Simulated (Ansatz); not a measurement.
Program: Ansatz. Geometries: PBE0-D4/def2-TZVP. ΔE: electronic, gas phase. CCSD(T)/CBS is the MP2 limit (def2-TZVPP, def2-QZVPP) plus CCSD(T) − MP2 in def2-TZVPP, frozen cores. This one scheme is used for every species, atoms too. Functionals use def2-TZVPP. No spin–orbit coupling; open shells (•) take unrestricted orbitals. Spin–orbit coupling would lower the free atoms: a little for C, Si. One conformer a species, not always the lowest.

Reaction (atomization): `C[Si](C)(C)NN` → 3 C• + 12 H• + 2 N• + Si•

```csv
level,ΔE (kJ/mol)
PBE-D4,6698.2
r2SCAN,6571.8
r2SCANh,6541.6
CCSD(T)/def2-SVP,6194.1
CCSD(T)/def2-TZVPP,6414.9
HF/def2-QZVPP,4775.9
HF/CBS(def2),4777.5
CCSD/CBS(def2),6506.9
```

(1) What does CCSD(T)/CBS give? (Estimate.)

Largest T1 diagnostic among the species: 0.012.

Answers

(1) Ansatz gave: +6589.8 kJ/mol. The listed levels differ from it by 108.4, -18.0, -48.2, -395.7, -174.9, -1813.9, -1812.3, -82.9 kJ/mol.

At CCSD(T), def2-SVP lies −395.7 kJ/mol from the extrapolated value and def2-TZVPP −174.8 kJ/mol: correlation converges slowly with the basis, and small sets miss more of it in the bonded molecule than in its fragments. From r2SCAN to r2SCAN0 (25 % exact exchange), in def2-TZVPP and without D4, ΔE moves by −73.6 kJ/mol: exact exchange takes away binding that semilocal exchange gives to molecules. Leaving LDA and LC-ωPBE aside and taking each functional with its dispersion term where it has one, the values, not all of them listed here, spread over 248.8 kJ/mol, from BHLYP-D4 to PBE-D4. LDA lies +822.5 kJ/mol from PBE without D4, its usual overbinding.

For atomizations the MP2-based limit and the directly extrapolated one differ by several kJ/mol either way, and by 10 to 25 for some Ge, Se and Sn compounds, so smaller differences from it don't rank the levels.
